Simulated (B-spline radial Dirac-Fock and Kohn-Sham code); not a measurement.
## The Kα1 (K-L3) line from Nb to Te

The computed values come from an atomic code on a B-spline grid: Dirac-Fock (average of configuration) total-energy differences with a finite nucleus, the Breit interaction including its frequency dependence, and self-energy and vacuum-polarisation corrections. Free neutral atoms. Correlation energy is missing from these numbers.

```
 Z  element  energy (eV)  wavelength (Å)
41       Nb      16613.8         0.74627
42       Mo      17477.8         0.70938
43       Tc      18365.5         0.67509
44       Ru      19277.8         0.64314
45       Rh      20214.3         0.61335
46       Pd      21175.6         0.58551
47       Ag      22161.3         0.55946
48       Cd      23172.0         0.53506
49       In      24208.0         0.51216
50       Sn      25269.5         0.49065
51       Sb      26356.8         0.47041
52       Te      27470.2         0.45134
```

Task: How well does Moseley's law, √E linear in Z, describe these energies?

Result: A straight-line fit gives √(E/eV) = 3.3494·(Z − 2.54). The slope squared is 0.8246 Ry, against 0.7500 Ry for a hydrogen-like ion. The residuals, fit less computed, are Nb -19.5, Mo -9.3, Tc -0.4, Ru +6.3, Rh +11.3, Pd +13.9, Ag +14.6, Cd +12.6, In +7.8, Sn 0.0, Sb -11.2, Te -26.1 eV.
